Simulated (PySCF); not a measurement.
## Excitation energy of Sr⁺ by level of theory

Sr⁺ [Kr] 5s1 (2S) → Sr⁺ [Kr] 4d1 (2D), as a difference of total energies. Calculation: PySCF 2.14, in aug-cc-pwCVTZ-X2C (10s9p7d3f, 93 functions); scalar relativity by spin-free X2C-1e. Correlated levels: valence and next inner shell: [Ar] 3d10 frozen. The calculations carry no spin-orbit coupling.

| method | excitation energy (cm⁻¹) |
| --- | --- |
| UHF | 15383 |
| MP2 (valence and next inner shell) | 15931 |
| SCS-MP2 (valence and next inner shell) | 15693 |
| CCSD (valence and next inner shell) | 15610 |
| CCSD(T) (valence and next inner shell) | 15754 |

Errors of the correlated levels include the incompleteness of this basis and the frozen core.

For comparison: 14724 cm⁻¹ (measured; NIST levels, between the centres of gravity of the two terms).
